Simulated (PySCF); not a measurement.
# C₆ coefficients of unlike pairs at TPSSh

Calculated with PySCF 2.14 from the dipole response of each species, C₆(A,B) = (3/π) ∫ α_A(iu) α_B(iu) du, in atomic units, from isotropic polarisabilities. For ions this is the dispersion term alone; charge-induced terms of lower order in 1/R come first.

```tsv
species	configuration	basis	relativity	α (bohr³)	C₆ (like pair)
Al⁺	[Ne] 3s2 (1S)	aug-cc-pwCVTZ (8s7p5d3f)	none	25.44	132.9
O²⁺	[He] 2s2 2p2 (3P)	x2c-TZVPPall with one added diffuse shell each of s, p, d type (6s4p3d1f)	spin-free X2C	1.756	2.362
Al	[Ne] 3s2 3p1 (2P)	dyall-av3z (19s12p3d2f)	spin-free X2C	60.29	540.8
Xe⁺	[Kr] 4d10 5s2 5p5 (2P)	aug-cc-pVQZ-PP with one added diffuse shell each of s, p, d, f, g type with ECP28MDF (8s8p6d4f3g)	core potential	18.14	156.6
```

Estimate C₆ for Al with O²⁺.

The integral gives 26.82. The combination rule 2 C_A C_B / (C_A α_B/α_A + C_B α_A/α_B) gives 26.37 and the geometric mean 35.74.

No spin-orbit coupling is included.

The other pairs:

| pair | C₆ |
| --- | --- |
| O²⁺, Al⁺ | 14.47 |
| Al, Al⁺ | 265.5 |
| Xe⁺, Al | 252.1 |
| Xe⁺, O²⁺ | 18.62 |
| Xe⁺, Al⁺ | 132.7 |
